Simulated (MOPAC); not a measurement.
MOPAC input (PM3):

```
PM3 PRECISE GNORM=0.05 LET XYZ CHARGE=-1 GEO-OK AUX(PRECISION=9) THREADS=1
H4AsSi

Si   -1.43532087 1    0.18288973 1    0.37824352 1
As    0.76135491 1   -0.12528119 1   -0.23192483 1
H    -2.31529634 1   -0.68746336 1   -0.47729167 1
H    -2.07482691 1    1.54569124 1    0.22889579 1
H    -1.88496074 1   -0.16989847 1    1.77890948 1
H     1.24486416 1    0.88549353 1    0.82759657 1
```

Problem. What heat of formation does the run end on?

Solution. -18.04 kcal/mol.
